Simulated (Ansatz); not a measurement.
Basis-set series for `C[O][Zn][CH3]`. Charge 0, multiplicity 1. All single points use the PBE0-D4/def2-TZVP geometry. It is one conformer, not always the lowest.

Cartesian coordinates in Å:
```
C 1.102 1.079 -1.708
O 0.165 0.094 -1.399
Zn -0.416 -0.433 0.195
C -1.135 -1.105 1.843
H 0.788 2.083 -1.386
H 1.238 1.117 -2.796
H 2.090 0.886 -1.266
H -0.502 -0.814 2.684
H -1.192 -2.195 1.818
H -2.138 -0.711 2.015
```

```
functional       basis  functions  energy (Eh)  HOMO (eV)  LUMO (eV)
   PBE0-D4  def2-TZVPP        241  -1934.07973      -7.10      -0.25
   PBE0-D4  def2-QZVPP        451  -1934.13354      -7.13      -0.42
   ωB97M-V  def2-TZVPP        241  -1934.33408      -9.53       1.07
   ωB97M-V  def2-QZVPP        451  -1934.38622      -9.56       0.62
```

(1) Give the rows for def2-SVP. (Estimate.)

Answers

(1) Ansatz gave: 
```tsv
functional	basis	functions	energy (Eh)	HOMO (eV)	LUMO (eV)
PBE0-D4	def2-SVP	103	-1933.64078	-6.75	0.02
ωB97M-V	def2-SVP	103	-1933.88744	-9.17	1.36
```

Positive LUMOs are unbound and depend on the basis. Scalar relativity is left out up to krypton.
